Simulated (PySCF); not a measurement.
C3H9NOSi2.
SMILES with atom numbers: `[O:1]=[CH:2][NH:3][SiH:4]1[CH2:5][SiH2:6][CH2:7]1` (hydrogens: H8 on C2; H9 on N3; H10 on Si4; H11, H12 on C5; H13, H14 on Si6; H15, H16 on C7)

The same species was optimised twice, with GFN2-xTB and with PBE0-D3(BJ)/def2-SVP (PySCF), and the same property calculations (PySCF, gas phase) were run on both structures.

```tsv
coordinate	GFN2-xTB	PBE0-D3(BJ)/def2-SVP	change
C2–N3 (Å)	1.335	1.360	+0.025
Si4–C7 (Å)	1.909	1.887	-0.022
Si4–C5 (Å)	1.917	1.896	-0.021
Si6–C7 (Å)	1.921	1.902	-0.019
N3–Si4 (Å)	1.764	1.780	+0.016
C5–Si6 (Å)	1.917	1.909	-0.008
O1=C2 (Å)	1.208	1.211	+0.003
C2–N3–Si4 (°)	113.1	119.4	+6.3
Si4–C5–Si6 (°)	91.7	86.7	-5.0
Si4–C7–Si6 (°)	91.8	87.1	-4.7
C5–Si4–C7 (°)	88.3	91.1	+2.8
C5–Si6–C7 (°)	88.0	90.2	+2.2
O1–C2–N3 (°)	121.3	123.0	+1.7
N3–Si4–C7 (°)	112.6	111.0	-1.6
N3–Si4–C5 (°)	107.1	105.8	-1.3
O1–C2–N3–Si4 (°)	0	0	0
C2–N3–Si4–C5 (°)	-170	-166	+4
```

Rotational constants: A = 4133, B = 1085, C = 986.7 MHz (GFN2-xTB) against A = 3705, B = 1132, C = 1051 MHz (PBE0-D3(BJ)/def2-SVP). Point groups within 0.08 Å: C1 and C1.

On the GFN2-xTB structure: isotropic polarisability (au) 96.5 [B3LYP/def2-SVPD]; HOMO (eV) -7.51 [B3LYP/def2-SVPD]; LUMO (eV) -0.34 [B3LYP/def2-SVPD]; dipole (D) 3.12 [B3LYP/def2-SVPD]; HOMO (eV) -7.68 [PBE0/pcSseg-1]; LUMO (eV) 0.07 [PBE0/pcSseg-1]; dipole (D) 3.14 [PBE0/pcSseg-1]; GIAO shielding of O1 (ppm) -112.4 [PBE0/pcSseg-1]; GIAO shielding of C2 (ppm) 18.6 [PBE0/pcSseg-1]; GIAO shielding of N3 (ppm) 129.5 [PBE0/pcSseg-1]; GIAO shielding of Si4 (ppm) 359.5 [PBE0/pcSseg-1]; GIAO shielding of C5/C7 (mean) (ppm) 184.3 [PBE0/pcSseg-1]; GIAO shielding of Si6 (ppm) 389.7 [PBE0/pcSseg-1].

Problem. What do these properties become on the PBE0-D3(BJ)/def2-SVP structure?

Solution. 
```
                                    property            level  on GFN2-xTB  on PBE0-D3(BJ)/def2-SVP  change
               isotropic polarisability (au)  B3LYP/def2-SVPD         96.5                     97.6    +1.1
                                   HOMO (eV)  B3LYP/def2-SVPD        -7.51                    -7.46   +0.05
                                   LUMO (eV)  B3LYP/def2-SVPD        -0.34                    -0.37   -0.03
                                  dipole (D)  B3LYP/def2-SVPD         3.12                     3.24   +0.12
energy, GFN2-xTB geometry as zero (kcal/mol)  B3LYP/def2-SVPD          0.0                     -3.9    -3.9
                                   HOMO (eV)    PBE0/pcSseg-1        -7.68                    -7.63   +0.05
                                   LUMO (eV)    PBE0/pcSseg-1         0.07                     0.05   -0.02
                                  dipole (D)    PBE0/pcSseg-1         3.14                     3.22   +0.08
energy, GFN2-xTB geometry as zero (kcal/mol)    PBE0/pcSseg-1          0.0                     -3.9    -3.9
                  GIAO shielding of O1 (ppm)    PBE0/pcSseg-1       -112.4                   -130.6   -18.2
                  GIAO shielding of C2 (ppm)    PBE0/pcSseg-1         18.6                     16.9    -1.7
                  GIAO shielding of N3 (ppm)    PBE0/pcSseg-1        129.5                    129.8    +0.3
                 GIAO shielding of Si4 (ppm)    PBE0/pcSseg-1        359.5                    356.6    -2.9
        GIAO shielding of C5/C7 (mean) (ppm)    PBE0/pcSseg-1        184.3                    185.5    +1.2
                 GIAO shielding of Si6 (ppm)    PBE0/pcSseg-1        389.7                    383.3    -6.4
```

The heavy atoms differ by 0.181 Å rms after alignment. Among bonds between heavy atoms C2–N3 changes most (+0.025 Å). Changes are differences of the printed values. Neither structure is proved a minimum here.

Shape of the structure used: `[O:1]=[CH:2][NH:3][SiH:4]1[CH2:5][SiH2:6][CH2:7]1`: O1–C2–N3–Si4 0°, C2–N3–Si4–C5 -166°.
